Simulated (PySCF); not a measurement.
AlH4, SMILES [AlH4-], charge -1. Atoms are numbered in the order given.

```xyz
5

Al     0.0000     0.0000     0.0000
H      0.9506     0.9506     0.9506
H     -0.9506     0.9506    -0.9506
H     -0.9506    -0.9506     0.9506
H      0.9506    -0.9506    -0.9506
```
Charge -1, spin multiplicity 1.

Geometry: PBE0-D3(BJ)/def2-TZVPD. The isomer is the one that the SMILES or the coordinates give; other isomers of the formula were not compared.

The numbers are results of C-PCM-PBE0/def2-TZVPD (PySCF), not measurements.

The values are the electrostatic part of the solvation free energy, E(continuum) − E(gas) at the gas-phase geometry, in a cavity of scaled van der Waals radii (PySCF's table); cavitation and dispersion terms are not included. A continuum can't describe solvent molecules that bind to the metal. In vacuum the orbital gap is 6.35 eV.

```csv
solvent,ε,ΔG(elec) (kcal/mol),gap (eV)
water,78.36,-57.3,8.03
diethylether,4.24,[?],[?]
2-propanol,19.26,-55.0,7.97
```

What belongs in the gaps? (Estimate from the structure and the level; the computed values follow.)


- diethylether, ΔG(elec) (kcal/mol): -44.2
- diethylether, gap (eV): 7.67
